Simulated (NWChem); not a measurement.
System: C3H4ClF; SMILES C(=C(\Cl)C)/F

NWChem input:

```
start job
memory heap 200 mb stack 900 mb global 1100 mb
geometry units angstroms noautoz
  C     -1.634160    -0.174731     0.000000
  C     -0.151663     0.019364     0.000000
  Cl     0.422421     1.683641     0.000000
  C      0.765049    -0.946808     0.000000
  F      0.401505    -2.245636     0.000000
  H     -2.088800     0.286049     0.884632
  H     -1.864786    -1.243235     0.000000
  H     -2.088800     0.286049    -0.884632
  H      1.838970    -0.800301     0.000000
end
basis spherical
  * library def2-svp
end
dft
  xc b3lyp
  iterations 150
  mulliken
end
task dft energy
```

NWChem printed, in part:

```
             Northwest Computational Chemistry Package (NWChem) 7.3.0
             --------------------------------------------------------

 CS  symmetry detected

                             Geometry "geometry" -> ""
                             -------------------------

 Output coordinates in angstroms (scale by  1.889725989 to convert to a.u.)

  No.       Tag          Charge          X              Y              Z
 ---- ---------------- ---------- -------------- -------------- --------------
    1 C                    6.0000    -1.64121966    -0.20420761     0.00000000
    2 C                    6.0000    -0.16154266     0.01032952     0.00000000
    3 Cl                  17.0000     0.38951722     1.68237120     0.00000000
    4 C                    6.0000     0.76841661    -0.94309850     0.00000000
    5 F                    9.0000     0.42283295    -2.24682023     0.00000000
    6 H                    1.0000    -2.10217580     0.25025381     0.88463200
    7 H                    1.0000    -1.85707679    -1.27579281     0.00000000
    8 H                    1.0000    -2.10217580     0.25025381    -0.88463200
    9 H                    1.0000     1.84021332    -0.78178378     0.00000000

 Effective nuclear repulsion energy (a.u.)     210.2899721627

      Symmetry information
      --------------------

 Group name             Cs
 Group number              2
 Group order               2
 No. of unique centers     8

                                 NWChem DFT Module
                                 -----------------

 Summary of "ao basis" -> "ao basis" (spherical)
 ------------------------------------------------------------------------------
       Tag                 Description            Shells   Functions and Types
 ---------------- ------------------------------  ------  ---------------------
 C                          def2-svp                 6       14   3s2p1d
 Cl                         def2-svp                 8       18   4s3p1d
 F                          def2-svp                 6       14   3s2p1d
 H                          def2-svp                 3        5   2s1p

      Symmetry analysis of basis
      --------------------------

        a'         66
        a"         28

            General Information
            -------------------
          SCF calculation type: DFT
          Wavefunction type:  closed shell.
          No. of atoms     :     9
          No. of electrons :    48
           Alpha electrons :    24
            Beta electrons :    24
          Charge           :     0
          Spin multiplicity:     1
          Use of symmetry is: on ; symmetry adaption is: on
          Maximum number of iterations: 150
          AO basis - number of functions:    94
                     number of shells:    44
          Convergence on energy requested:  1.00D-06
          Convergence on density requested:  1.00D-05
          Convergence on gradient requested:  5.00D-04

              XC Information
              --------------
                         B3LYP Method XC Potential
                     Hartree-Fock (Exact) Exchange  0.200
                        Slater Exchange Functional  0.800 local
                    Becke 1988 Exchange Functional  0.720 non-local
              Lee-Yang-Parr Correlation Functional  0.810
                  VWN I RPA Correlation Functional  0.190 local

             Grid Information
             ----------------
          Grid used for XC integration:  medium
          Radial quadrature: Mura-Knowles
          Angular quadrature: Lebedev.
          Tag              B.-S. Rad. Rad. Pts. Rad. Cut. Ang. Pts.
          ---              ---------- --------- --------- ---------
          C                   0.70       49          10.0       434
          Cl                  1.00       88          10.0       590
          F                   0.50       49          10.0       434
          H                   0.35       45          11.0       434
          Grid pruning is: on
          Number of quadrature shells:   419
          Spatial weights used:  Erf1

      Superposition of Atomic Density Guess
      -------------------------------------

 Sum of atomic energies:        -673.48757819

      Non-variational initial energy
      ------------------------------

 Total energy =    -675.766488
 1-e energy   =   -1345.382517
 2-e energy   =     459.326058
 HOMO         =      -0.245872
 LUMO         =       0.063538

      Symmetry analysis of molecular orbitals - initial
      -------------------------------------------------

  Numbering of irreducible representations:

     1 a'          2 a"

  Orbital symmetries:

     1 a'          2 a'          3 a'          4 a'          5 a'
     6 a'          7 a'          8 a'          9 a"         10 a'
    11 a'         12 a'         13 a'         14 a'         15 a'
    16 a"         17 a'         18 a'         19 a"         20 a'
    21 a'         22 a"         23 a'         24 a"         25 a"
    26 a'         27 a'         28 a'         29 a'         30 a"
    31 a'         32 a'         33 a'         34 a'

     ---------------------------------------------
      Total Density - Mulliken Population Analysis
     ---------------------------------------------

    Atom       Charge   Shell Charges
 -----------   ------   -------------------------------------------------------
    1 C    6     6.15   1.99  0.95  0.13  2.06  0.99  0.02
    2 C    6     6.03   1.99  0.95  0.22  1.77  1.05  0.05
    3 Cl  17    17.20   2.00  1.99  1.22  0.71  5.94  2.11  3.20  0.02
    4 C    6     5.60   1.99  0.92  0.25  1.72  0.66  0.06
    5 F    9     9.38   1.99  1.14  0.77  3.43  2.05  0.01
    6 H    1     0.89   0.67  0.20  0.03
    7 H    1     0.90   0.67  0.21  0.03
    8 H    1     0.89   0.67  0.20  0.03
    9 H    1     0.94   0.68  0.23  0.02

   convergence    iter        energy       DeltaE   RMS-Dens  Diis-err
 ---------------- ----- ----------------- --------- --------- ---------
 d= 0,ls=0.0,diis     1   -676.3731869565 -8.87D+02  1.27D-02  6.45D-01
 d= 0,ls=0.0,diis     2   -676.3603042346  1.29D-02  8.25D-03  8.04D-01
 d= 0,ls=0.0,diis     3   -676.4395244752 -7.92D-02  2.18D-03  6.96D-02
 d= 0,ls=0.0,diis     4   -676.4450073015 -5.48D-03  9.53D-04  9.48D-03
 d= 0,ls=0.0,diis     5   -676.4460388560 -1.03D-03  2.79D-04  1.00D-03
  Resetting Diis
 d= 0,ls=0.0,diis     6   -676.4461697555 -1.31D-04  6.73D-05  4.04D-05
 d= 0,ls=0.0,diis     7   -676.4461739975 -4.24D-06  4.26D-05  4.25D-06
 d= 0,ls=0.0,diis     8   -676.4461736289  3.69D-07  2.36D-05  7.81D-06
 d= 0,ls=0.0,diis     9   -676.4461744817 -8.53D-07  2.59D-06  5.74D-08

         Total DFT energy =     -676.446174481684
      One electron energy =    -1348.390955991736
           Coulomb energy =      518.113383441433
    Exchange-Corr. energy =      -56.458574094108
 Nuclear repulsion energy =      210.289972162728

 Numeric. integr. density =       47.999998395522

                  Occupations of the irreducible representations
                  ----------------------------------------------

                     irrep           alpha         beta
                     --------     --------     --------
                     a'               19.0         19.0
                     a"                5.0          5.0

                       DFT Final Molecular Orbital Analysis
                       ------------------------------------

 Vector   22  Occ=2.000000D+00  E=-3.471828D-01  Symmetry=a"
              MO Center=  7.0D-03,  1.0D+00,  5.6D-16, r^2= 2.7D+00
   Bfn.  Coefficient  Atom+Function         Bfn.  Coefficient  Atom+Function
  ----- ------------  ---------------      ----- ------------  ---------------
    41      0.507473  3 Cl pz                38      0.395468  3 Cl pz
    35      0.229119  3 Cl pz                20      0.199366  2 C  pz
     6     -0.171586  1 C  pz                23      0.159253  2 C  pz
    75     -0.134833  6 H  s                 85      0.134833  8 H  s
    66      0.129639  5 F  pz                 9     -0.117590  1 C  pz

 Vector   23  Occ=2.000000D+00  E=-3.145791D-01  Symmetry=a'
              MO Center=  2.7D-01,  1.5D+00, -1.9D-16, r^2= 1.8D+00
   Bfn.  Coefficient  Atom+Function         Bfn.  Coefficient  Atom+Function
  ----- ------------  ---------------      ----- ------------  ---------------
    39      0.609896  3 Cl px                36      0.452165  3 Cl px
    33      0.261282  3 Cl px                40     -0.162968  3 Cl py
     4      0.123455  1 C  px                37     -0.121390  3 Cl py
    18     -0.119788  2 C  px                 3      0.093117  1 C  s
    80     -0.086274  7 H  s                 48     -0.084740  4 C  s

 Vector   24  Occ=2.000000D+00  E=-2.496054D-01  Symmetry=a"
              MO Center=  2.7D-01, -7.9D-02, -1.8D-16, r^2= 2.9D+00
   Bfn.  Coefficient  Atom+Function         Bfn.  Coefficient  Atom+Function
  ----- ------------  ---------------      ----- ------------  ---------------
    41      0.384600  3 Cl pz                52     -0.377783  4 C  pz
    20     -0.346634  2 C  pz                38      0.260838  3 Cl pz
    66     -0.251766  5 F  pz                23     -0.234159  2 C  pz
    55     -0.223117  4 C  pz                69      0.199924  5 F  pz
    35      0.150183  3 Cl pz                75      0.091769  6 H  s

[...]
```

Level: B3LYP/def2-SVP. Coordinates come from a B3LYP/6-31G* (spherical d) optimisation. B3LYP is NWChem's, with the RPA form of VWN correlation.
